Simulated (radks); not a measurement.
Effect of the nuclear size on neutral phosphorus, [Ne] 3s2 3p3. Method: Dirac Kohn-Sham, relativistic LDA (MacDonald-Vosko exchange, VWN5 correlation), spin-unpolarised, spherical densities, finite nucleus; open shells are shared between the two j in proportion to 2j + 1; Fermi nuclear charge, rms radius 3.1889 fm; computed with a radial shooting solver on a logarithmic mesh with Libxc functionals. The rms radius is varied about that value; shifts are against it.

\begin{tabular}{lrrrr}
rms radius (fm) & total energy shift (eV) & density at nucleus (e/bohr^3) & 1s1/2 shift (meV) & 2s1/2 shift (meV) \\ \hline
2.7169 & -0.00201 & 2368 & -0.839 & -0.057 \\
3.0454 & -0.000643 & 2363 & -0.269 & -0.018 \\
3.1889 & 0 & 2362 & 0.000 & 0.000 \\
3.4344 & 0.00117 & 2359 & 0.488 & 0.033 \\
3.7916 & 0.00302 & 2356 & 1.26 & 0.085 \\
\end{tabular}

Slopes of the eigenvalues against <r^2> in GHz/fm^2, as finite differences over the two radii next to the reference (eigenvalue slopes, not the field-shift constants of lines): 1s1/2 72.6, 2s1/2 4.90.
